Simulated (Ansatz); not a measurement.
`Br[SiH]1CO1` + `B[SiH](C)C` → `B[SiH]1CO1` + `C[SiH](C)Br`  (redistribution)

Isolated molecules relaxed with PBE0-D4/def2-TZVP in Ansatz; ΔE leaves out vibrations. CCSD(T)/CBS is the MP2 limit (def2-TZVPP, def2-QZVPP) plus CCSD(T) − MP2 in def2-TZVPP, frozen cores. DFT in def2-TZVPP. B3LYP here is the variant with VWN-RPA as its local correlation; programs differ in this. For Br outer-core shells are correlated without core-valence functions, which leaves a few kJ/mol of doubt a bond. Scalar relativity is left out up to krypton.

Task: Is it downhill or uphill in electronic energy at CCSD(T)/CBS, and by how much? (Estimate.)

Result: Computed: Downhill: ΔE = -23.2 kJ/mol.

Task: What do these levels give: r2SCAN-D4, PBE0-D4, B3LYP-D4, B2PLYP, PBE, r2SCAN, PBE0, B3LYP, HF/def2-TZVPP, MP2/def2-TZVPP, CCSD/def2-TZVPP, CCSD(T)/def2-TZVPP? (Best estimate.)

Result: Ansatz gave: r2SCAN-D4 -28.5, PBE0-D4 -26.2, B3LYP-D4 -26.0, B2PLYP -24.2, PBE -29.8, r2SCAN -28.5, PBE0 -25.9, B3LYP -25.3, HF/def2-TZVPP -18.4, MP2/def2-TZVPP -22.5, CCSD/def2-TZVPP -20.5, CCSD(T)/def2-TZVPP -22.1 kJ/mol.

Largest T1 diagnostic among the species: 0.018.

From PBE to PBE0 (25 % exact exchange), in def2-TZVPP and without D4, ΔE moves by +3.9 kJ/mol. In def2-TZVPP, CCSD(T) changes the Hartree–Fock value by −3.7 kJ/mol (the triples alone add −1.6 kJ/mol) and MP2 by −4.1 kJ/mol.
